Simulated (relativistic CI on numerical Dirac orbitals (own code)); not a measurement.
## One change at a time: Sr+

Base calculation: Dirac-Coulomb-Breit CI, KLI orbitals optimised for each configuration, model QED, valence Slater integrals scaled by 0.85, P86 correlation energy added to each configuration.

Configurations in the expansion (outside the closed core [Kr]): 5s, 4d, 5p, 6s, 5d, 6p, 4f, 7s, 5f, 5g, 6d, 7p, 8s, 7d, 8p, 9s, 9p. Levels of other configurations are missing.

Variants: (1) no correlation estimate; (2) self-excluded LDA correlation estimate; (3) Breit term removed; (4) non-relativistic limit. Shifts of the energy above 5s 2S_1/2, in cm⁻¹, for the lowest level and the first level of each name with at least 55 % of one term (blank where a level changes its place among those of its configuration and J or its character, or is not in the variant):

```csv
Level,Base,Δ(1),Δ(2),Δ(3),Δ(4),Measured
5s 2S_1/2,0.0,0.0,0.0,0.0,0.0,0.0
4d 2D_3/2,13750.2,+1990.2,-1114.4,+56.7,-2722.0,14555.9
4d 2D_5/2,13888.5,+1990.4,-1114.5,+77.8,-2860.2,14836.2
5p 2P°_1/2,22314.9,-629.8,+1201.9,-12.4,-670.3,23715.2
5p 2P°_3/2,22981.6,-629.7,+1201.9,+1.3,-1337.0,24516.7
6s 2S_1/2,45861.8,-1598.6,+2018.5,+7.3,-837.7,47736.5
5d 2D_3/2,50895.6,-1007.4,+2356.1,+21.0,-1473.6,53286.3
5d 2D_5/2,50957.5,-1007.5,+2356.1,+26.2,-1535.5,53373.0
6p 2P°_1/2,53985.3,-2121.6,+1812.8,+1.7,-1038.2,55769.7
6p 2P°_3/2,54223.3,-2121.6,+1812.8,+7.6,-1276.3,56057.9
4f 2F°_7/2,60804.7,-4284.7,+87.2,+11.9,-1247.4,
4f 2F°_5/2,60807.2,-4284.7,+87.2,+11.9,-1249.8,60991.7
7s 2S_1/2,63003.3,-2350.1,+2016.4,+9.2,-1061.9,64964.1
6d 2D_3/2,65480.4,-2255.1,+2142.4,+14.3,-1343.2,
```

For a near-neutral ion this model can misplace configurations by up to about 10,000 cm⁻¹ (more where the count of f electrons changes) and terms by 10 to 25 % of their spread. Rates follow the energies as ν³ (E1, M1) or ν⁵ (E2), so they and the lifetimes can be off by large factors. The fine structure of a lone outer electron comes out too small, for d and f at times inverted, and misplaced configurations move strength between like terms. 11 of the 11 excited levels that our extract of the measured tables holds in this range could be paired (the sources list more); they are missed by 1558 cm⁻¹ on average and 2415 at most, and levels without a partner can miss by more.

Measured levels: NIST Handbook of Basic Atomic Spectroscopic Data (Sansonetti and Martin, J. Phys. Chem. Ref. Data 34, 1559 (2005)).

Ionisation energy from the two ground configurations alone: base 10.94 eV; no correlation estimate 10.42 eV; self-excluded LDA correlation estimate 11.02 eV. The NIST ASD value (measured) is 11.0303 eV.
